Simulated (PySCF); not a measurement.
Task: Write Cartesian coordinates for `[AsH2]BC1CC1` as optimised with PBE0-D3(BJ)/def2-SVP.

Result: 
```xyz
13
C3H8AsB angstrom
As     2.8040   -0.2896   -0.2796
B      0.8342   -0.6229   -0.0578
C     -0.1901    0.4884    0.1924
C     -1.3709    0.2002    1.1182
C     -1.6079    0.2471   -0.3362
H      3.0434   -1.2576   -1.4242
H      2.7176    0.9563   -1.1461
H      0.4714   -1.7791   -0.0007
H      0.1285    1.5356    0.1666
H     -1.3892   -0.7685    1.6240
H     -1.7158    1.0372    1.7310
H     -1.7989   -0.6871   -0.8701
H     -2.1146    1.1200   -0.7555
```

Any rigid rotation of these coordinates is as good. Atoms count from 1 in this order. B2 (three-coordinate boron) is planar (angles 123.6°, 118.9° and 117.1°, sum 359.6°, 0.05 Å off the plane of its three neighbours). As1 (arsenic bonded to B and 2 H) is pyramidal (angles 98.2°, 97.6° and 95.8°, sum 291.7°, 0.82 Å off the plane of its three neighbours). The 3 C–C bonds span 1.474 Å (C4–C5, drawn single) to 1.532 Å (C3–C5, drawn single), a spread of 0.058 Å. The 3-membered ring C3–C4–C5 has internal angles of 57.6° to 61.3°.

Bonds between heavy atoms (Å): As1–B2 2.010, B2–C3 1.532, C3–C4 1.528, C4–C5 1.474, C3–C5 1.532.

Method: PBE0-D3(BJ)/def2-SVP geometry optimisation, gas phase (PySCF).

PBE0-D3(BJ)/def2-SVP frequencies: not computed here. One conformer, not necessarily the lowest (H–As1–B2–C3 -138° and -41°, As1–B2–C3–C4 -144°).

On Arm Neoverse N1, one thread, shared host with 64 logical CPUs at a one-minute load of 62, this took 1.7 min wall and 0.54 GiB of memory at its peak. This is the geometry optimisation.
